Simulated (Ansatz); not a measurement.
O2Ti (SMILES [O]=[Ti]=[O]) moved off its minimum; all values from Ansatz (a quantum-chemistry and plane-wave program), cores frozen in correlated methods.
(charge 0, multiplicity 1)
```xyz
3

Ti     0.2548    -0.0474     0.1633
O      0.8403     0.4471    -1.1392
O     -1.1808     0.1778     0.5165
```

### Question
Give the forces (eV/Å), the total energy and the dipole at CCSD(T)/def2-TZVPPD.

### Answer

```csv
atom,Fx,Fy,Fz
Ti1,8.727,-6.499,7.991
O2,2.956,4.038,-9.622
O3,-11.683,2.461,1.631
```
Energy -998.7991 hartree, dipole 5.90 D.
